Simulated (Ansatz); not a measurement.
Total energies of Cl2HSSn (`[SH][Sn]([Cl])[Cl]`) radical.

Cartesian coordinates in Å:
```
S -0.591 -0.425 -1.640
Sn -0.014 -0.494 0.708
Cl 2.189 -1.269 0.804
Cl -0.028 1.703 1.532
H -1.555 0.484 -1.404
```

Total charge 0; spin multiplicity 2. Correlated methods include outer-core shells of Sn, which these sets cover unevenly. Sn: def2 effective core potential. Geometry: relaxed with PBE0-D4/def2-TZVP. It is one conformer, not always the lowest. Basis def2-TZVPP, the Gaussian-basis code of Ansatz.

RPA on PBE orbitals: Hartree–Fock energy of these orbitals -1530.55282 Eh, correlation -1.33580 Eh (frozen core).

```csv
functional,kind,energy without D4 (Eh),D4 term (kJ/mol)
LDA (SPW92),LDA,-1528.96320,–
PBE,GGA,-1533.09801,-18.7
revPBE,GGA,-1533.45026,-40.3
BLYP,GGA,-1533.58703,-38.7
r2SCAN,meta-GGA,-1533.64109,-4.1
B97M-V,meta-GGA with VV10,-1533.30469,–
PBE0,"global hybrid, 25 % exact exchange",-1533.20860,-16.3
B3LYP,"global hybrid, 20 %",-1533.76200,-31.0
r2SCANh,"meta-GGA hybrid, 10 %",-1533.62360,-4.7
r2SCAN0,"meta-GGA hybrid, 25 %",-1533.59872,-5.3
HSE06 (plane-wave form),screened hybrid,-1533.18492,-15.7
BHLYP,"global hybrid, 50 %",-1533.56879,-30.4
CAM-B3LYP,range-separated hybrid,-1533.66036,-17.3
LC-ωPBE,long-range corrected hybrid,-1533.30071,–
ωB97X-V,range-separated hybrid GGA with VV10,-1533.42042,–
ωB97M-V,range-separated hybrid meta-GGA with VV10,-1533.52761,–
B2PLYP,double hybrid,-1533.04666,–
PBE-QIDH,double hybrid,-1532.75516,–
```

B3LYP takes the VWN-RPA correlation (the form of Gaussian; ORCA's B3LYP/G). HSE06 is the plane-wave form, built on full-range PBE exchange. The double hybrids freeze the cores in their second-order part.

LC-ωPBE has ω = 0.4 bohr⁻¹.
